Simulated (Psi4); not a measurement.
Calculation: SAPT0/jun-cc-pVDZ, all electrons correlated (Psi4 1.11).

Psi4 input:

```
molecule {
0 1
F -0.66376422 -1.13604615 0.00075104
B 0.00045360 -0.00014530 0.00012206
F 1.31635665 -0.00579130 -0.00064006
F -0.65304603 1.14198275 -0.00023304
--
1 1
Na -1.67438262 2.90951744 0.00031834
units angstrom
symmetry c1
no_reorient
no_com
}
set basis jun-cc-pvdz
set scf_type df
set freeze_core false
energy('sapt0')
```

Part of the output:

```
    SAPT Results
  --------------------------------------------------------------------------------------------------------
    Electrostatics                -14.42678659 [mEh]      -9.05294526 [kcal/mol]     -37.87752296 [kJ/mol]
      Elst10,r                    -14.42678659 [mEh]      -9.05294526 [kcal/mol]     -37.87752296 [kJ/mol]

    Exchange                       13.04089206 [mEh]       8.18328331 [kcal/mol]      34.23885738 [kJ/mol]
      Exch10                       13.04089206 [mEh]       8.18328331 [kcal/mol]      34.23885738 [kJ/mol]
      Exch10(S^2)                  12.99269112 [mEh]       8.15303677 [kcal/mol]      34.11230585 [kJ/mol]

    Induction                      -8.04036385 [mEh]      -5.04540449 [kcal/mol]     -21.10997239 [kJ/mol]
      Ind20,r                     -17.17883501 [mEh]     -10.77988172 [kcal/mol]     -45.10302511 [kJ/mol]
      Exch-Ind20,r                  8.13920652 [mEh]       5.10742920 [kcal/mol]      21.36948379 [kJ/mol]
      delta HF,r (2)                0.99926463 [mEh]       0.62704802 [kcal/mol]       2.62356893 [kJ/mol]

    Dispersion                     -0.23836633 [mEh]      -0.14957713 [kcal/mol]      -0.62583072 [kJ/mol]
      Disp20                       -0.30743432 [mEh]      -0.19291795 [kcal/mol]      -0.80716870 [kJ/mol]
      Exch-Disp20                   0.06906799 [mEh]       0.04334082 [kcal/mol]       0.18133798 [kJ/mol]
      Disp20 (SS)                  -0.15371716 [mEh]      -0.09645898 [kcal/mol]      -0.40358435 [kJ/mol]
      Disp20 (OS)                  -0.15371716 [mEh]      -0.09645898 [kcal/mol]      -0.40358435 [kJ/mol]
      Exch-Disp20 (SS)              0.03842912 [mEh]       0.02411464 [kcal/mol]       0.10089565 [kJ/mol]
      Exch-Disp20 (OS)              0.03063886 [mEh]       0.01922618 [kcal/mol]       0.08044233 [kJ/mol]

  Total HF                         -9.42625838 [mEh]      -5.91506644 [kcal/mol]     -24.74863797 [kJ/mol]
  Total SAPT0                      -9.66462472 [mEh]      -6.06464357 [kcal/mol]     -25.37446870 [kJ/mol]
```
